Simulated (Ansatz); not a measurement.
# Worked example: the barrier

An elementary step of SiNH5F2, closed shell (SiNH₃F₂ ([NH2][SiH]([F])[F]) + H₂ → SiH₂F₂ ([F][SiH2][F]) + NH₃; bonds formed: Si1–H7, N2–H6; bonds broken: Si1–N2, H6–H7). “Start” is the structure reached by relaxing down from the saddle towards the reactants; PBE0-D4/def2-TZVP structures. The saddle:

Si1  (-0.703, -0.310, -0.122)
N2  (1.062, 0.221, -0.053)
F3  (-0.473, -1.654, -1.000)
F4  (-1.234, -1.011, 1.209)
H5  (-1.552, 0.423, -1.076)
H6  (0.378, 1.112, 0.449)
H7  (-0.680, 1.210, 0.813)
H8  (1.595, -0.223, 0.688)
H9  (1.606, 0.232, -0.909)
(Å)

Program: Ansatz 0.2.0. Basis: def2-TZVPP and def2-QZVPP. Cores are frozen in the correlated methods.

Energies in eV:

| quantity | saddle | start |
| --- | --- | --- |
| Hartree–Fock, triple zeta (X = 3) | -14839.76306 | -14842.53365 |
| Hartree–Fock, quadruple zeta (X = 4) | -14840.36697 | -14843.15665 |
| MP2 correlation, X = 3 | -24.05966 | -23.50937 |
| MP2 correlation, X = 4 | -26.14222 | -25.58077 |
| CCSD(T) correlation, X = 3 | -25.42016 | -24.85978 |

Q: Work out the barrier at the basis limit: extrapolate Hartree–Fock as E(X) = E∞ + A exp(−7.88 √X) and the MP2 correlation as E(X) = E∞ + B X^−2.97 (the exponents that Neese and Valeev fitted for def2-TZVPP and QZVPP), then add CCSD(T) − MP2 in triple zeta.

A: Each step is linear, so take the differences first (saddle − start): Hartree–Fock 2.77059 (X = 3) and 2.78968 (X = 4); MP2 correlation -0.55029 and -0.56145; CCSD(T) correlation -0.56038.
Two points give E∞ = E(4) + w [E(4) − E(3)], with w = 1/(exp(7.88 (2 − √3)) − 1) = 0.1377 for Hartree–Fock and w = 1/((4/3)^2.97 − 1) = 0.7407 for the correlation.
Hartree–Fock: 2.78968 + 0.1377 × 0.01909 = 2.7923 eV.
MP2 correlation: -0.56145 + 0.7407 × (-0.01116) = -0.5697 eV.
CCSD(T) − MP2: -0.56038 − (-0.55029) = -0.0101 eV.
Sum: 2.7923 + (-0.5697) + (-0.0101) = 2.2125 eV, or 51.02 kcal/mol. Plain CCSD(T) in triple zeta gives 2.2102 eV, so the larger basis shifts the result by 0.0023 eV.

T1 diagnostic: at most 0.012.

Labels in which every atom is bracketed show which atoms are joined, not bond orders.

For scale, one of the runs: CCSD(T)/def2-TZVPP, 205 basis functions (an equivalent command: `ansatz run in.yaml --threads 4`). The run took 56 s on 4 CPU threads (shared host), with 2.8 GiB of host memory at its peak.
